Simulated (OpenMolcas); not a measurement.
Rh5+ among 6 point charges of -1.7 e arranged as a tetragonal octahedron (D4h). The axial distance is 1.06 times the equatorial one, R.

* Program: OpenMolcas 26.06
* Method: CASSCF
* Basis: ANO-RCC-VDZP [6s5p3d1f]
* Scalar Hamiltonian: DKH2, point nucleus
* Active space: 4 electrons in 5 orbitals (4d)
* State averaging: 2S+1 = 5 even, 5 roots; 2S+1 = 3 even, 45 roots; 2S+1 = 1 even, 50 roots
* Spin-orbit coupling: RASSI with atomic mean-field integrals over the reference wave functions

All point charges move together. At R = 1.98 Å the first state of the same spin is 2499 cm-1, and at R = 2.08 Å it is 2141 cm-1.

**Question.** A third run gives 2843 cm-1. What distance was it run at?

**Answer.** With a power law R^-n the two known points give n = -ln(2141 / 2499) / ln(2.08 / 1.98) = 3.14. Then R = 1.98 × (2499 / 2843)^(1/3.14) = 1.900 Å. The run was at 1.9 Å, so the estimate is off by 0 Å.

Without dynamic correlation the repulsion within the d shell is too large (B by tens of per cent), so at a given field states of lower spin stand too high. Point charges give a weaker field than real ligands, and real ions of this kind are as a rule low spin; the high spin found here belongs to the model. The ground term spreads over less than 5000 cm-1, several times less than with real ligands, so orbital moments are less quenched and χT lies further from the spin-only value than at real sites (holds for R = 2.08). This is an electrostatic model: the charges have no orbitals. No measured value stands beside these numbers.
